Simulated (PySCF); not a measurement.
**Spinor energies of Co (cobalt, neutral)**

Start: [Ar] 3d7 4s2; 3d3/2 filled at m_j = +1/2, +3/2; 3d5/2 filled at m_j = -3/2, -1/2, +1/2, +3/2, +5/2. Calculated with PySCF 2.14 in x2c-TZVPall-2c with one added diffuse shell each of s, p, d type (7s8p5d1f, 63 functions): generalised Hartree-Fock with the X2C-1e Hamiltonian and a Gaussian nucleus; one run each with spin-orbit coupling (SO) switched off, then screened by Boettger's factors. This is a chosen level, not necessarily the ground level.

| spinor shell | electrons | ε, spin-free (eV) | ε, screened SO (eV) | weight of nominal j (screened SO) | rms radius, screened SO (bohr) |
| --- | --- | --- | --- | --- | --- |
| 1s1/2 | 2 | -7776.6 | -7776.4 | 1.000 | 0.0649 |
| 2s1/2 | 2 | -965.13 | -965.07 | 1.000 | 0.276 |
| 2p1/2 | 2 | -822.70 | -833.30 | 0.995 | 0.247 |
| 3s1/2 | 2 | -125.78 | -125.75 | 1.000 | 0.831 |
| 3p3/2 | 4 | -82.363 | -81.204 | 0.818 | 0.892 |
| 3p1/2 | 2 | -82.363 | -84.672 | 0.637 | 0.888 |
| 3d5/2 | 5 | -18.036 | -19.139 | 0.580 | 1.15 |
| 3d3/2 | 2 | -18.036 | -15.284 | 0.677 | 1.22 |
| 4s1/2 | 2 | -7.416 | -7.415 | 1.000 | 3.37 |

(1) Where does 2p3/2 lie, and what is the 2p spin-orbit splitting (screened SO)?

```json
{"quantity": "E (hartree)", "spin-free": "-1391.85119", "screened SO": "-1391.88040"}
{"quantity": "M_J", "spin-free": "9/2", "screened SO": "9/2"}
{"quantity": "⟨J²⟩", "spin-free": "24.764", "screened SO": "24.764"}
{"quantity": "⟨L²⟩", "spin-free": "12.004", "screened SO": "12.020"}
{"quantity": "⟨S²⟩", "spin-free": "3.761", "screened SO": "3.755"}
```

Each row is a mean over spinors that exchange with the open shell spreads, by up to 13.969 eV (3p3/2).

Rows whose weight is well below 1 are mixtures of j = l ± 1/2: exchange outweighs spin-orbit coupling there, and the label is only the starting occupation.

Without spin-orbit coupling the j labels of p, d and f shells carry no meaning; the spin-free column gives the mean over the occupied spinors of each nl shell.

Answers

(1) At -817.47 eV, 15.825 eV above 2p1/2.
